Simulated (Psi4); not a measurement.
Two rigid molecules brought together: N2 ··· F4Si (SMILES N#N and F[Si](F)(F)F). Monomers: optimised at B3LYP-D3(BJ) (def2-TZVP), held rigid. Orientation: lowest of the rigid-body minima from ten starts at GFN2-xTB. The monomers approach along the line of their centres of mass (distance R); nothing else relaxes.

Method: SAPT0/jun-cc-pVDZ, frozen core run with Psi4 1.11.

Components in kJ/mol:

```csv
R / Å,electrostatics,exchange,induction,dispersion,total
3.00,-43.52,111.49,-14.99,-16.97,36.01
3.15,-27.72,68.23,-8.83,-12.69,18.99
3.41,-13.01,28.50,-3.53,-7.79,4.16
3.59,-7.98,15.38,-1.91,-5.63,-0.14
3.78,-4.97,7.94,-1.03,-4.04,-2.09
4.01,-2.99,3.52,-0.51,-2.74,-2.72
4.27,-1.84,1.37,-0.24,-1.80,-2.51
4.57,-1.14,0.44,-0.11,-1.14,-1.95
5.09,-0.57,0.06,-0.03,-0.55,-1.10
5.78,-0.27,0.00,-0.01,-0.24,-0.51
6.78,-0.10,0.00,0.00,-0.09,-0.19
8.08,-0.04,0.00,0.00,-0.03,-0.07
```
